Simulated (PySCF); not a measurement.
**Electron correlation in Pb⁻ (lead, charge -1)**

[Xe] 4f14 5d10 6s2 6p3, high-spin 4S determinant. All numbers are calculated (PySCF 2.14, the spin-free X2C one-electron Hamiltonian (Gaussian nucleus), in x2c-TZVPPall with one added diffuse shell each of s, p, d, f type (12s8p7d4f, 99 functions)). Frozen: [Kr] 4d10 4f14; 23 electrons correlated.

MP2 pair energies summed by pair of shells (mhartree):

```tsv
pair	energy	share (%)
5d-5d	-218.41	43.1
5d-6s	-71.64	14.1
5p-5d	-69.26	13.7
5d-6p	-42.46	8.4
6s-6p	-28.70	5.7
5p-5p	-19.45	3.8
5s-5d	-13.71	2.7
6p-6p	-10.95	2.2
6s-6s	-9.14	1.8
5p-6s	-8.48	1.7
5s-5p	-8.45	1.7
5p-6p	-3.33	0.7
5s-5s	-1.82	0.4
5s-6s	-0.70	0.1
5s-6p	-0.27	0.1
```

Total MP2 correlation energy: -506.77 mhartree.

Same-spin part -187.29 and opposite-spin part -319.49 mhartree; SCS-MP2 scales them by 1/3 and 6/5 to -445.81 mhartree.

This basis was not built for core-valence correlation, so the inner-shell part is incomplete.

Spin-orbit coupling is strong in this species, so the high-spin LS determinant is a model state.
